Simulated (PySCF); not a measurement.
H4O3SSn, SMILES [OH][Sn]([OH])([OH])[SH].

Geometry: PBE-D3(BJ)/def2-SVP. The structure was generated by enumeration; whether it is a known compound was not checked. The def2 effective core potentials stand for the cores of Sn; spin–orbit coupling is left out. One conformer was computed; it need not be the lowest.

Two levels are set side by side: PBE/def2-TZVP (PySCF) and ωB97X/def2-TZVP (PySCF). Same geometry, gas phase. Differences are taken from unrounded values.

```csv
quantity,ωB97X,PBE,PBE minus ωB97X
orbital gap (eV),10.32,3.63,-6.69
highest occupied level (eV),-10.45,-6.71,3.75
lowest empty level (eV),-0.13,-3.08,-2.94
dipole moment (D),0.88,0.81,-0.07
mean polarisability (bohr³),67.1,71.9,4.8
```

PBE's occupied levels lie high since its potential decays too fast outside the molecule; exact exchange lowers them and widens the gap. PBE's more diffuse valence density responds more strongly to a field. Differences between two approximate levels are no errors against the true value.

Rough cost on one machine, each run with all the roots and properties that it gave: ωB97X against PBE within a factor of 2.
